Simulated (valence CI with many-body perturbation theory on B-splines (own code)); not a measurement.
**Ce⁵¹⁺: electric-dipole lines**

Level of theory: relativistic CI+MBPT: five valence electrons over a frozen Dirac-Fock core [He], radial functions for each j: 11 s, 11 p, 10 d, 8 f, 5 g, 2 h, with the one-electron correlation potential Σ1, the two-electron term Σ2, the three-electron term Σ3, Breit, model QED; selected CI, second order for the rest, scaled by the run's own slope (own B-spline code, finite nucleus).

No measured spectrum was set against this ion. As an estimate, large intervals hold to a few tenths of a per cent, small ones and those within an open d or f shell to about a per cent. Among the levels kept, up to 7000 cm⁻¹ of a level comes from second order outside the variational space, and about a tenth of that is noise between levels of different J, which matters for small intervals.

Lines 201 to 250 of 600 in falling wavelength, among levels below 516.75 Ry, chosen from the strongest by gf and those to the six lowest levels. Wavelengths and rates use the calculated energies. Electric multipoles are in the length gauge, E1 and E2 with the static RPA response of the core. Weak lines are less certain than strong ones. Lines between different terms over intervals too small for the method are left out, as are lines whose strength nearly cancels. Where a level lies close to another of its J and parity, the split of strength between their lines is uncertain. The highest levels of a list are the least certain.

Levels are named by their leading jj configuration (3d3/2^4 stands for four electrons in 3d with j = 3/2), which in mixed levels can hold well under half, so a name can repeat and another be missing. Letters in brackets count levels of one name in rising energy.

```tsv
λ vac (Å)	Upper	Lower	A (s⁻¹)	log gf	Branch %
17.65	(2p1/2^2 2p3/2^2 3p3/2) J=5/2	(2s 2p1/2^2 2p3/2 3p3/2) J=5/2 [b]	2.64e+11	-1.13	0.2
17.57	(2s 2p1/2 2p3/2^2 3p3/2) J=5/2 [b]	(2s^2 2p1/2 2p3/2 3p3/2) J=3/2 [a]	3.81e+11	-0.98	0.2
17.48	(2s 2p3/2^3 3s) J=3/2	(2s^2 2p3/2^2 3s) J=3/2	7.75e+11	-0.85	1.2
17.44	(2s 2p1/2 2p3/2^3) J=3/2 [a]	(2s^2 2p1/2 2p3/2^2) J=3/2	1.13e+12	-0.69	94.3
17.44	(2p1/2^2 2p3/2^2 3s) J=5/2	(2s 2p1/2^2 2p3/2 3s) J=3/2 [b]	7.78e+11	-0.67	1.8
17.33	(2s 2p1/2 2p3/2^2 3d3/2) J=3/2 [g]	(2s 2p1/2^2 2p3/2 3p1/2) J=1/2	4.24e+11	-1.12	0.1
17.28	(2s 2p1/2^2 2p3/2 3d5/2) J=3/2 [a]	(2s^2 2p1/2^2 3d3/2) J=3/2	5.04e+11	-1.04	0.4
17.26	(2s 2p1/2 2p3/2^2 3d5/2) J=7/2 [c]	(2s^2 2p1/2 2p3/2 3d5/2) J=5/2 [b]	2.47e+11	-1.05	0.5
17.26	(2p1/2^2 2p3/2^2 3p1/2) J=5/2	(2s 2p1/2^2 2p3/2 3p1/2) J=3/2 [b]	5.80e+11	-0.81	0.4
17.20	(2s 2p1/2 2p3/2^2 3p3/2) J=7/2 [c]	(2s^2 2p1/2 2p3/2 3p3/2) J=5/2 [b]	3.41e+11	-0.92	0.3
17.15	(2s 2p1/2 2p3/2^2 3d5/2) J=9/2 [c]	(2s^2 2p1/2 2p3/2 3d5/2) J=7/2 [b]	4.05e+11	-0.75	10.6
17.14	(2p1/2^2 2p3/2^2 3p3/2) J=3/2	(2s 2p1/2^2 2p3/2 3p3/2) J=1/2 [b]	7.74e+11	-0.87	0.6
17.13	(2p1/2^2 2p3/2^2 3s) J=3/2	(2s 2p1/2^2 2p3/2 3s) J=1/2	6.08e+11	-0.97	0.8
17.12	(2s 2p1/2 2p3/2^2 3d5/2) J=5/2 [c]	(2s^2 2p1/2 2p3/2 3d5/2) J=5/2 [b]	4.47e+11	-0.93	0.2
17.11	(2s 2p1/2 2p3/2^3) J=5/2	(2s^2 2p1/2 2p3/2^2) J=5/2	1.12e+12	-0.53	93.1
17.07	(2s 2p1/2 2p3/2^2 3p3/2) J=3/2 [c]	(2s^2 2p1/2 2p3/2 3p3/2) J=5/2 [a]	5.13e+11	-1.05	0.8
17.03	(2s 2p1/2 2p3/2^2 3d5/2) J=7/2 [b]	(2s^2 2p1/2 2p3/2 3d3/2) J=7/2	2.98e+11	-0.98	0.1
17.00	(2s 2p1/2^2 2p3/2 3d5/2) J=7/2 [b]	(2s^2 2p1/2^2 3d5/2) J=5/2	1.20e+12	-0.38	0.9
16.99	(2s 2p1/2 2p3/2^2 3d5/2) J=3/2 [d]	(2s^2 2p1/2 2p3/2 3d5/2) J=1/2	5.85e+11	-0.99	0.6
16.99	(2s 2p1/2 2p3/2^2 3d5/2) J=7/2 [e]	(2s^2 2p1/2 2p3/2 3d5/2) J=7/2 [b]	8.94e+11	-0.51	0.2
16.96	(2s 2p1/2 2p3/2^2 3p3/2) J=5/2 [c]	(2s^2 2p1/2 2p3/2 3p3/2) J=5/2 [a]	4.05e+11	-0.98	0.4
16.95	(2s 2p1/2 2p3/2^3) J=1/2	(2s^2 2p1/2 2p3/2^2) J=1/2	8.16e+11	-1.15	26.0
16.94	(2s 2p1/2 2p3/2^2 3d5/2) J=5/2 [d]	(2s^2 2p1/2 2p3/2 3d5/2) J=3/2 [b]	6.81e+11	-0.75	0.3
16.94	(2s 2p1/2 2p3/2^2 3d5/2) J=7/2 [c]	(2s^2 2p1/2 2p3/2 3d5/2) J=5/2 [a]	2.61e+11	-1.05	0.5
16.93	(2s 2p1/2 2p3/2^2 3p3/2) J=5/2 [e]	(2s^2 2p1/2 2p3/2 3p3/2) J=5/2 [b]	9.67e+11	-0.60	12.4
16.93	(2s 2p1/2^2 2p3/2 3p3/2) J=5/2 [b]	(2s^2 2p1/2^2 3p3/2) J=3/2	1.09e+12	-0.55	1.5
16.91	(2s 2p1/2 2p3/2^2 3p3/2) J=5/2 [c]	(2s 2p1/2^2 2p3/2 3s) J=3/2 [a]	3.24e+11	-1.08	0.3
16.90	(2s 2p1/2 2p3/2^2 3d5/2) J=3/2 [d]	(2s^2 2p1/2 2p3/2 3d5/2) J=3/2 [b]	5.07e+11	-1.06	0.6
16.89	(2s 2p1/2 2p3/2^2 3d3/2) J=5/2 [e]	(2s^2 2p1/2 2p3/2 3d3/2) J=5/2 [b]	4.64e+11	-0.92	0.1
16.85	(2s 2p1/2 2p3/2^2 3s) J=1/2 [a]	(2s^2 2p1/2 2p3/2 3s) J=3/2 [a]	1.09e+12	-1.03	2.2
16.84	(2s 2p1/2 2p3/2^2 3s) J=3/2 [b]	(2s^2 2p1/2 2p3/2 3s) J=3/2 [b]	4.53e+11	-1.11	2.2
16.82	(2s 2p1/2^2 2p3/2 3d3/2) J=5/2 [b]	(2s^2 2p1/2^2 3d3/2) J=3/2	1.19e+12	-0.52	2.8
16.82	(2s 2p1/2 2p3/2^2 3p1/2) J=3/2 [c]	(2s^2 2p1/2 2p3/2 3p1/2) J=5/2	7.66e+11	-0.89	0.2
16.81	(2p1/2 2p3/2^4) J=1/2	(2s 2p1/2 2p3/2^3) J=3/2 [b]	3.19e+12	-0.57	66.4
16.79	(2s 2p1/2 2p3/2^2 3d5/2) J=3/2 [e]	(2s^2 2p1/2 2p3/2 3d5/2) J=1/2	4.19e+11	-1.15	0.0
16.78	(2s 2p1/2 2p3/2^2 3d3/2) J=5/2 [d]	(2s^2 2p1/2 2p3/2 3d3/2) J=7/2	6.99e+11	-0.75	0.2
16.76	(2s 2p1/2 2p3/2^2 3d3/2) J=3/2 [e]	(2s^2 2p1/2 2p3/2 3d3/2) J=5/2 [b]	4.25e+11	-1.15	0.1
16.75	(2s 2p1/2 2p3/2^2 3d5/2) J=5/2 [c]	(2s^2 2p1/2 2p3/2 3d5/2) J=3/2 [a]	7.21e+11	-0.74	0.3
16.75	(2s 2p1/2^2 2p3/2 3p1/2) J=1/2	(2s^2 2p1/2^2 3p1/2) J=1/2	1.38e+12	-0.94	6.1
16.74	(2s 2p1/2^2 2p3/2 3d5/2) J=5/2 [b]	(2s^2 2p1/2^2 3d5/2) J=5/2	1.40e+12	-0.45	0.2
16.74	(2s 2p1/2^2 2p3/2 3p1/2) J=3/2 [b]	(2s^2 2p1/2^2 3p1/2) J=1/2	1.37e+12	-0.64	4.4
16.72	(2s 2p1/2 2p3/2^2 3d5/2) J=5/2 [d]	(2s^2 2p1/2 2p3/2 3d5/2) J=5/2 [b]	5.58e+11	-0.85	0.3
16.71	(2s 2p1/2 2p3/2^2 3d5/2) J=5/2 [b]	(2s^2 2p1/2 2p3/2 3d5/2) J=7/2 [a]	8.44e+11	-0.67	0.4
16.71	(2s 2p1/2 2p3/2^3) J=3/2 [b]	(2s^2 2p1/2 2p3/2^2) J=1/2	6.73e+11	-0.95	21.4
16.71	(2s 2p1/2^2 2p3/2 3d5/2) J=3/2 [b]	(2s^2 2p1/2^2 3d5/2) J=5/2	1.56e+12	-0.58	0.3
16.70	(2s 2p1/2 2p3/2^2 3p3/2) J=1/2 [b]	(2s^2 2p1/2 2p3/2 3p3/2) J=3/2 [a]	1.48e+12	-0.91	10.8
16.69	(2s 2p1/2 2p3/2^2 3p3/2) J=7/2 [c]	(2s^2 2p1/2 2p3/2 3p3/2) J=7/2	1.76e+12	-0.23	1.5
16.69	(2s 2p1/2 2p3/2^2 3d3/2) J=5/2 [c]	(2s^2 2p1/2 2p3/2 3d3/2) J=5/2 [a]	4.27e+11	-0.97	0.2
16.68	(2s 2p1/2 2p3/2^2 3d3/2) J=1/2 [c]	(2s^2 2p1/2 2p3/2 3d3/2) J=3/2 [b]	1.12e+12	-1.03	0.1
16.68	(2s 2p1/2^2 2p3/2 3p3/2) J=3/2 [b]	(2s^2 2p1/2^2 3p3/2) J=3/2	1.43e+12	-0.62	1.8
```
